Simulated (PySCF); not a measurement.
Species: C6H11OPS.
Bonds: C1–C2, C2–O3 (double), C2–P4, P4–C5, C5–C6, C6–S7, S7–C8, C8–C9, P4–C9. Hydrogens: H10, H11, H12 on C1; H13, H14 on C5; H15, H16 on C6; H17, H18 on C8; H19, H20 on C9.

Computed by this run: PySCF 2.14.0, PBE0-D3(BJ)/def2-SVP geometry optimisation, gas phase; density fitting, grid level 1; the optimiser is geomeTRIC in internal coordinates, started from a GFN2-xTB structure with every atom displaced at random (about 0.01 Å).

Step 0: E = -28543.6047 eV
```
atom  x, y, z in Å  |  force x, y, z in eV/Å
C1      2.9867   -0.4012   -0.2105   -0.810   1.523   0.085
C2      1.8985    0.6739   -0.3497    0.736  -0.090  -0.154
O3      1.9744    1.6436   -1.0666    0.348  -0.194  -0.083
P4      0.4560    0.4581    0.7530   -1.116  -0.265  -0.090
C5     -0.1321   -1.2232    0.1198   -0.154   0.597   0.778
C6     -1.5735   -1.4667    0.5424    0.191   0.750  -0.334
S7     -2.7369   -0.4492   -0.3943   -0.292   0.204  -0.028
C8     -2.1878    1.2035    0.1629   -0.635  -0.622   0.341
C9     -0.7674    1.4992   -0.2052    0.535  -0.246  -0.432
H10     2.6800   -1.2410   -0.8047   -0.126  -0.870  -0.526
H11     3.0390   -0.6942    0.8342    0.192  -0.261   0.398
H12     3.9278    0.0021   -0.5675    0.456   0.062  -0.163
H13    -0.0698   -1.2566   -0.9675    0.164  -0.156  -0.363
H14     0.4998   -1.9763    0.5840    0.410  -0.413   0.021
H15    -1.7240   -1.2812    1.6076    0.012  -0.012   0.400
H16    -1.8615   -2.4865    0.3389   -0.223  -0.743  -0.137
H17    -2.8884    1.9087   -0.3099    0.024   0.007  -0.001
H18    -2.3496    1.2488    1.2572   -0.022   0.136  -0.126
H19    -0.6161    1.3142   -1.2921    0.039   0.193   0.370
H20    -0.5582    2.5493   -0.0059    0.273   0.402   0.044
```

Step 1: E = -28543.7505 eV
```
atom  x, y, z in Å  |  force x, y, z in eV/Å
C1      2.9551   -0.3968   -0.2850    0.007  -0.052  -0.102
C2      1.9381    0.7158   -0.3007   -0.040  -0.113   0.099
O3      2.1161    1.7536   -0.8879   -0.028   0.086  -0.093
P4      0.4077    0.4710    0.7519    0.033  -0.028  -0.078
C5     -0.1252   -1.2319    0.2000    0.063   0.048  -0.082
C6     -1.5852   -1.4752    0.5576   -0.068  -0.146   0.110
S7     -2.7523   -0.4711   -0.4002    0.035   0.015  -0.020
C8     -2.2230    1.1851    0.1219    0.049   0.079  -0.029
C9     -0.7742    1.5189   -0.2201   -0.085   0.001   0.063
H10     2.6188   -1.2428   -0.9161    0.013   0.178   0.100
H11     3.0792   -0.7786    0.7377    0.055  -0.069   0.056
H12     3.9117   -0.0173   -0.6720   -0.026  -0.036   0.006
H13     0.0059   -1.3500   -0.8898    0.012  -0.030   0.060
H14     0.5178   -1.9710    0.7116   -0.053   0.058  -0.029
H15    -1.7600   -1.3081    1.6360    0.005  -0.012  -0.048
H16    -1.8674   -2.5219    0.3458    0.019   0.108  -0.002
H17    -2.9066    1.8746   -0.3986    0.004  -0.020   0.009
H18    -2.4108    1.2984    1.2025   -0.012   0.007   0.020
H19    -0.5920    1.4017   -1.2976    0.006  -0.033  -0.073
H20    -0.5567    2.5709    0.0291    0.012  -0.041   0.031
```

Q: Estimate the geometry and energy of step 2. (The exact step hangs on the optimiser's Hessian estimate; all steps are aligned on step 1, rigid shifts and turns removed.)

A: E = -28543.7558 eV, largest force 0.069 eV/Å
```
atom  x, y, z in Å  |  force x, y, z in eV/Å
C1      2.9671   -0.3890   -0.2751    0.019   0.038   0.039
C2      1.9362    0.7114   -0.3019   -0.032  -0.047   0.039
O3      2.0942    1.7410   -0.9112    0.016   0.009  -0.034
P4      0.4074    0.4635    0.7482    0.000  -0.024  -0.026
C5     -0.1303   -1.2351    0.1941    0.012   0.031  -0.025
C6     -1.5914   -1.4767    0.5552   -0.008  -0.018   0.034
S7     -2.7537   -0.4638   -0.4002   -0.011  -0.002  -0.011
C8     -2.2216    1.1903    0.1262    0.023   0.021   0.009
C9     -0.7741    1.5148   -0.2188   -0.020   0.012  -0.005
H10     2.6249   -1.2360   -0.8919   -0.017   0.013  -0.004
H11     3.1121   -0.7658    0.7492    0.005  -0.006  -0.011
H12     3.9153   -0.0108   -0.6805   -0.001  -0.007  -0.007
H13     0.0012   -1.3564   -0.8937    0.002  -0.020   0.005
H14     0.5089   -1.9743    0.7048   -0.001  -0.001   0.010
H15    -1.7653   -1.3136    1.6329    0.007  -0.002  -0.006
H16    -1.8774   -2.5180    0.3378    0.001   0.013  -0.018
H17    -2.9040    1.8815   -0.3924   -0.004  -0.005  -0.003
H18    -2.4088    1.3027    1.2078   -0.004   0.002  -0.003
H19    -0.5952    1.3963   -1.2993   -0.001  -0.006   0.009
H20    -0.5487    2.5631    0.0348    0.015  -0.002   0.006
```

The energy changes by -0.0053 eV. The first-order estimate −F·Δx gives -0.0088 eV and the mean of the old and new forces, exact on a quadratic surface, -0.0054 eV. The step makes an angle of 75° with the force vector and moves no atom by more than 0.037 Å.

What follows is the cost of the whole optimisation. Hardware: Arm Neoverse V2, one thread, shared host with 96 logical CPUs at a one-minute load of 60. Cost: 2.2 min, 0.84 GiB resident at most.
